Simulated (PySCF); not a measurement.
All of these have the formula C7H9FO. Theory: PySCF, TDDFT CAM-B3LYP/def2-SVPD, vertical, gas phase, core orbitals frozen in the response. Geometries: PBE0-D3(BJ)/def2-SVP; one conformer of each isolated species. Triplets are in the Tamm–Dancoff approximation.

A. `C=C1C(=C)[C@@H](OC)[C@@H]1F`
B. `O=C[C@@]12CC[C@@H]1C[C@@H]2F`
C. `C1C[C@@H]2C[C@H]([C@]12C=O)F`
D. `C=C[C@H]1CCC(F)=CO1`

Lowest singlet levels (six at most, fewer where fewer were computed) with oscillator strengths:

1. 213 nm (f 0.028); 200 nm (f 0.005); 193 nm (f 0.062); 186 nm (f 0.124); 175 nm (f 0.006); 172 nm (f 0.009); T1 4.08 eV
2. 297 nm (f 0.000); 191 nm (f 0.047); 184 nm (f 0.053); 168 nm (f 0.016); 162 nm (f 0.015); 157 nm (f 0.001); T1 3.60 eV
3. 299 nm (f 0.000); 186 nm (f 0.084); 179 nm (f 0.032); 166 nm (f 0.009); 160 nm (f 0.010); 159 nm (f 0.033); T1 3.56 eV
4. 235 nm (f 0.296); 213 nm (f 0.058); 190 nm (f 0.012); 182 nm (f 0.011); 179 nm (f 0.003); 174 nm (f 0.101); T1 3.00 eV

Task: Which spectrum belongs to which structure?

Result: 1 = D, 2 = B, 3 = C, 4 = A.
- A: S1 at 5.29 eV, HOMO→LUMO (95%); Löwdin shares by element: HOMO carbon 78% or more (atoms not listed hold the other 21%); LUMO carbon 70% or more (atoms not listed hold the other 30%); HOMO -8.24 and LUMO -0.41 eV.
- B: S1 at 4.18 eV, HOMO→LUMO (90%); Löwdin shares by element: HOMO oxygen 49%, carbon 27% or more, hydrogen 8% or more (atoms not listed hold the other 16%); LUMO carbon 51% or more, oxygen 30% (atoms not listed hold the other 19%); HOMO -8.99 and LUMO -0.03 eV.
- C: S1 at 4.15 eV, HOMO→LUMO (91%); S1 has the pattern of n→π* at C=O; HOMO -8.86 and LUMO 0.12 eV.
- D: S1 at 5.82 eV, HOMO→LUMO (94%); Löwdin shares by element: HOMO carbon 50% or more, oxygen 24%, fluorine 11% (atoms not listed hold the other 15%); LUMO carbon 61% or more, hydrogen 12% or more (atoms not listed hold the other 27%); HOMO -7.65 and LUMO 0.95 eV.
B and C have S1 within 0.03 eV of each other; their strongest listed levels stand at 6.75 eV (f 0.053) and 6.67 eV (f 0.084).
